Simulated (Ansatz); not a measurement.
`NB(F)[SiH2]Cl` + GeH₄ → `Cl[SiH2][GeH3]` + `NBF`  (formal exchange of groups at the Si–B bond)

Computed with Ansatz on PBE0-D4/def2-TZVP structures; ΔE is electronic, products minus reactants. CCSD(T)/CBS is the MP2 limit (def2-TZVPP, def2-QZVPP) plus CCSD(T) − MP2 in def2-TZVPP, frozen cores. This one scheme is used for every species. DFT in def2-TZVPP. B3LYP here is the variant with VWN-RPA as its local correlation; programs differ in this. For Ge outer-core shells are correlated without core-valence functions, which leaves a few kJ/mol of doubt a bond. Scalar relativity is left out up to krypton. One conformer a species, not always the lowest.

Task: Is it downhill or uphill in electronic energy at CCSD(T)/CBS, and by how much? (Best estimate.)

Result: The calculation gave: Downhill: ΔE = -31.7 kJ/mol.

Task: What do these levels give: PBE-D4, PBE0-D4, B3LYP-D4, ωB97M-V, B2PLYP, PBE, r2SCAN, PBE0, B3LYP, HF/def2-TZVPP, MP2/CBS(def2), CCSD/CBS(def2)? (Estimate.)

Result: The calculation gave: PBE-D4 -27.8, PBE0-D4 -29.6, B3LYP-D4 -29.2, ωB97M-V -29.1, B2PLYP -31.1, PBE -29.0, r2SCAN -29.7, PBE0 -30.6, B3LYP -31.0, HF/def2-TZVPP -32.5, MP2/CBS(def2) -35.0, CCSD/CBS(def2) -32.7 kJ/mol.

Largest T1 diagnostic among the species: 0.012.
